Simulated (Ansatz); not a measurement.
Geometry optimisation, RKS PBE/def2-SVP in Ansatz.

input.yaml

```yaml
crystal:
  periodic: [false, false, false]
  atoms:
    - { symbol: Si, position_ang: [0.0516, -0.0281, -1.6482] }
    - { symbol: H, position_ang: [-0.9766, 0.993, -1.8273] }
    - { symbol: H, position_ang: [0.6081, -0.3959, -2.9481] }
    - { symbol: H, position_ang: [-0.531, -1.2117, -1.0175] }
    - { symbol: H, position_ang: [1.1181, 0.4927, -0.7902] }
    - { symbol: Se, position_ang: [-0.3462, 0.4138, 2.2399] }
    - { symbol: H, position_ang: [-0.677, 0.2441, 3.6341] }
    - { symbol: H, position_ang: [0.7532, -0.508, 2.3573] }
basis:
  gaussian: { orbitals: def2-SVP }
hamiltonian:
  xc: pbe
relax:
  f_tol: 0.02
  max_steps: 40
scf:
  lower_state_search: "off"
```

Launched with:

```bash
$ ansatz run input.yaml --threads 1 --pin off --max-ram 2048MiB --backend cpu --events-out ev --progress --plain --runs-dir out
```

Problem. Where does it end, and by what steps?

Solution. The forces met the threshold. The force dipped under the threshold on the way, but the program's further checks kept it going. After 23 steps the energy has fallen by 0.138 eV; H7 moved furthest, 1.32 Å.

```
step  energy less start (eV)  largest force component (eV/Å)  accepted
   0                  0.0000                           0.970       yes
   1                 -0.0965                           0.212       yes
   2                 -0.1043                           0.025       yes
   3                 -0.1059                           0.048       yes
   4                 -0.1115                           0.073       yes
   5                 -0.1120                           0.241       yes
   6                 -0.1177                           0.022       yes
   7                 -0.1207                           0.021       yes
   8                 -0.1216                           0.220       yes
   9                 -0.1253                           0.083       yes
  10                 -0.1281                           0.010       yes
  11                 -0.1274                           0.315        no
  12                 -0.1301                           0.045       yes
  13                 -0.1314                           0.122       yes
  14                 -0.1320                           0.204       yes
  15                 -0.1337                           0.104       yes
  16                 -0.1354                           0.008       yes
  17                 -0.1351                           0.239        no
  18                 -0.1364                           0.058       yes
  19                 -0.1373                           0.053       yes
  20                 -0.1375                           0.117       yes
  21                 -0.1378                           0.043       yes
  22                 -0.1380                           0.003       yes
  23                 -0.1381                           0.003       yes
```

```xyz
8
Properties=species:S:1:pos:R:3
Si 0.067 -0.043 -1.463
H -0.908 1.079 -1.251
H 0.094 -0.396 -2.927
H -0.365 -1.254 -0.685
H 1.444 0.376 -1.038
Se 0.004 0.761 2.375
H -1.208 -0.090 2.468
H 0.872 -0.433 2.522
```

Whether the end is a true minimum wasn't checked by a vibrational analysis.

Run time: 32 s on 1 thread of Arm Neoverse V1, with other jobs on the host, peak memory 0.11 GiB.
